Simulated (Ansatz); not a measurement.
Cd₇S₆Cl₂, a halide-capped nanocrystal cut from wurtzite CdS (2 Cl on the cations). Charge 0, multiplicity 3. Geometry r2SCAN-D4/def2-SVP, that of the neutral singlet.

Cartesian coordinates in Å:
```
S 4.552 1.492 1.502
Cd 3.173 2.210 -0.304
S 1.070 0.600 -0.284
Cd 0.058 2.086 -2.044
S -2.096 2.222 -3.013
Cd 2.666 0.209 2.131
S 0.768 -0.788 3.318
Cd -0.701 0.233 1.413
S -2.983 -0.341 0.795
Cd -2.783 0.420 -1.606
Cd 0.187 -2.778 2.095
S -0.821 -4.364 0.729
Cd -2.256 -2.616 -0.121
Cl 2.272 3.464 -2.206
Cl -3.105 -2.051 -2.405
```

In the def2 sets Cd takes a core potential; there is no spin–orbit coupling. Single mean-field runs in def2-TZVP are fitted with def2-universal-jkfit. At PBE-D4/def2-TZVP the gap within one spin of the charge 0 triplet nearly closes, so an electron or hole may be smeared out by delocalisation error. At PBE0-D4/def2-TZVP a singlet of charge 0 lies 3.28 eV below the triplet at the same geometry.

Problem. Estimate the α-spin orbital energies around the gap (eV) in Ansatz with PBE-D4/def2-TZVP, PBE0-D4/def2-TZVP.

Solution. 
```csv
orbital,PBE-D4/def2-TZVP,PBE0-D4/def2-TZVP
HOMO−5,-6.85,-7.83
HOMO−4,-6.66,-7.49
HOMO−3,-6.62,-7.23
HOMO−2,-6.54,-6.96
HOMO−1,-6.46,-6.74
HOMO,-3.54,-4.25
LUMO,-2.95,-2.39
LUMO+1,-2.83,-2.24
LUMO+2,-2.79,-2.21
LUMO+3,-2.53,-1.71
LUMO+4,-2.29,-1.69
LUMO+5,-2.18,-1.56
β HOMO,-6.23,-6.72
β LUMO,-6.24,-6.05
```
